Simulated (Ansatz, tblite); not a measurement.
Cost and result up the ladder for [Al(OH)4]- (AlO₄H₄⁻) (9 atoms). The state is a singlet with charge -1. Geometry: r2SCAN-D4/def2-SVPD.

```tsv
atom	x (Å)	y (Å)	z (Å)
Al1	0.000	0.000	0.000
O2	-1.546	0.866	-0.244
H3	-1.610	1.262	-1.118
O4	0.339	0.115	1.752
H5	-0.083	0.878	2.157
O6	1.158	0.766	-1.127
H7	1.838	0.155	-1.424
O8	0.048	-1.747	-0.381
H9	-0.145	-2.294	0.385
```

Ansatz on 4 threads of Arm Neoverse V1 on a shared host; xTB runs through tblite on one thread. Times are rough, summed over both states, and most runs start from the orbitals of an earlier one. PBE0-D4/def2-TZVPD serves as the yardstick here, not as an exact answer. The other state is a doublet.

The xTB rows come from tblite. HOMO above LUMO, or a gap near zero within one spin, warns that the state may not be the lowest or that an electron is smeared out.

Run but left out: HF/def2-SVPD, MP2/def2-SVPD (neutral doublet: a determinant that CCSD turns far, T1 0.057).

Raw xTB energies of ions are shifted by several eV.

```tsv
level	functions	wall time
GFN2-xTB	29	0.009 s
GFN1-xTB	33	0.011 s
PBE-D4/def2-TZVPD	239	7.7 s
PBE0-D4/def2-TZVPD	239	12 s
r2SCAN-D4/def2-TZVPD	239	15 s
```

Q: Estimate what each level gives for the vertical IE (eV).

A: 
| level | vertical IE (eV) | difference from PBE0-D4/def2-TZVPD (eV) | remarks |
| --- | --- | --- | --- |
| GFN2-xTB | 9.11 | 4.09 | – |
| GFN1-xTB | 10.07 | 5.05 | – |
| PBE-D4/def2-TZVPD | 4.33 | -0.70 | gap within one spin near zero (doublet) |
| PBE0-D4/def2-TZVPD | 5.02 | 0.00 | – |
| r2SCAN-D4/def2-TZVPD | 4.54 | -0.48 | gap within one spin near zero (doublet) |
